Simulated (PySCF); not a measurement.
Job file and geometry (Å, from GFN2-xTB) of an NMR shielding run on `InChI=1S/C2H9NO3Si2/c4-2(5)1-6-8-3-7/h3H,1,8H2,7H3,(H,4,5)`, PySCF 2.14.0, density-fitted response routines, GIAO PBE0/pcSseg-1 NMR shielding, non-relativistic, gas phase; density fitting, a coarse starting grid and PySCF grid level 2 are the driver's defaults:

```
$ OMP_NUM_THREADS=1 python probes_run.py task.json out

{"job": {"kind": "nmr", "xc": "PBE0", "basis": "pcSseg-1"}, "charge": 0, "multiplicity": 1}
O      1.749825     1.097221     0.017014
C      2.215404     0.007855    -0.171501
O      3.283102    -0.198540    -0.948808
C      1.701725    -1.296768     0.405890
O      0.703879    -1.123685     1.340898
Si    -0.884682    -0.826098     1.116498
N     -1.181487     0.653081     0.284839
Si    -2.693135     1.416707    -0.067314
H      3.602547     0.641375    -1.318202
H      1.367866    -1.915144    -0.438798
H      2.546276    -1.807499     0.885081
H     -1.487275    -1.883292     0.297958
H     -1.271133    -0.860375     2.520370
H     -0.371465     1.255167     0.234404
H     -3.340410     1.941407     1.141891
H     -2.386589     2.504227    -0.998243
H     -3.561445     0.406391    -0.673191
```

**Question.** Write the output of this run.

**Answer.** 
```
coarse grid: 15320 points
cycle   1  E = -940.1184588310  dE =  1.187e+00  |g| = 1.137e+00  |ddm| = 3.718e+00
cycle   2  E = -939.6674636421  dE =  4.510e-01  |g| = 1.931e+00  |ddm| = 2.141e+00
cycle   3  E = -940.3351868162  dE = -6.677e-01  |g| = 3.049e-01  |ddm| = 1.526e+00
cycle   4  E = -940.3507509563  dE = -1.556e-02  |g| = 9.993e-02  |ddm| = 2.347e-01
cycle   5  E = -940.3524105809  dE = -1.660e-03  |g| = 1.784e-02  |ddm| = 6.384e-02
cycle   6  E = -940.3524723461  dE = -6.177e-05  |g| = 5.216e-03  |ddm| = 1.708e-02
cycle   7  E = -940.3524771852  dE = -4.839e-06  |g| = 1.395e-03  |ddm| = 4.308e-03
final grid: 139232 points
cycle   8  E = -940.4253586309  dE = -1.249e-05  |g| = 1.396e-02  |ddm| = 2.066e-02
cycle   9  E = -940.4252984607  dE =  6.017e-05  |g| = 2.303e-02  |ddm| = 2.213e-02
cycle  10  E = -940.4253915055  dE = -9.304e-05  |g| = 2.307e-03  |ddm| = 1.458e-02
cycle  11  E = -940.4253924462  dE = -9.407e-07  |g| = 3.599e-04  |ddm| = 1.481e-03
cycle  12  E = -940.4253924672  dE = -2.102e-08  |g| = 1.208e-04  |ddm| = 3.300e-04
cycle  13  E = -940.4253924703  dE = -3.079e-09  |g| = 3.084e-05  |ddm| = 1.116e-04
cycle  14  E = -940.4253924704  dE = -1.619e-10  |g| = 1.207e-05  |ddm| = 2.896e-05
converged SCF energy = -940.4253924704

GIAO shielding tensors (ppm)
atom      isotropic    diamagn.    paramagn.     s11        s22        s33       span
  0 O      -89.259     406.806    -496.064   -344.390   -207.760    284.374    628.764
  1 C        7.087     255.300    -248.212    -97.694     44.080     74.876    172.570
  2 O      135.995     389.673    -253.679    -17.380    168.056    257.308    274.689
  3 C      121.258     245.761    -124.503     95.382    104.608    163.785     68.402
  4 O      307.252     397.099     -89.847    258.729    289.774    373.252    114.523
  5 Si     372.708     881.837    -509.128    352.830    362.687    402.608     49.778
  6 N      252.113     331.056     -78.942    218.706    251.141    286.493     67.787
  7 Si     413.978     879.720    -465.742    369.051    401.836    471.047    101.996
  8 H       25.367      30.232      -4.865     19.910     22.189     34.002     14.092
  9 H       27.168      30.255      -3.086     23.086     26.457     31.963      8.877
 10 H       26.816      26.689       0.127     21.518     26.585     32.347     10.829
 11 H       26.591      31.159      -4.568     22.972     25.012     31.789      8.817
 12 H       26.664      30.135      -3.471     22.518     25.190     32.284      9.766
 13 H       30.071      36.956      -6.884     18.621     28.195     43.398     24.777
 14 H       26.985      28.081      -1.096     23.080     25.084     32.790      9.709
 15 H       27.039      29.099      -2.060     23.409     25.577     32.131      8.722
 16 H       27.100      29.118      -2.018     23.554     25.697     32.050      8.495
```

**Question.** Turn these shieldings into chemical shifts. δ = σ(ref) − σ, references computed at the same level: ¹⁷O (σref 336.08) against H2O; TMS for ¹³C (σref 186.93) and ²⁹Si (σref 349.16) and ¹H (σref 31.72); ¹⁵N (σref 267.73) against NH3.

**Answer.** Averaging equivalent atoms: O 0: 425.3; O 2: 200.1; O 4: 28.8; C 1: 179.8; C 3: 65.7; Si 5: -23.6; Si 7: -64.8; N 6: 15.6; H 8: 6.35; H 11/12: 5.09; H 9/10: 4.72; H 14/15/16: 4.68; H 13: 1.65 ppm. Unscaled 17O shifts of doubly bonded oxygen tend to come out too high, by tens of ppm or more. Experimental scales use liquid or dissolved standards, which lie at an offset from isolated NH3 (liquid NH3: subtract about 20 ppm) and H2O (liquid H2O: subtract about 36 ppm).

Size and cost of the density-fitted run: 195 basis functions, 41 s wall time on 1 thread of an Arm Neoverse V1, shared host; peak memory 0.85 GiB.
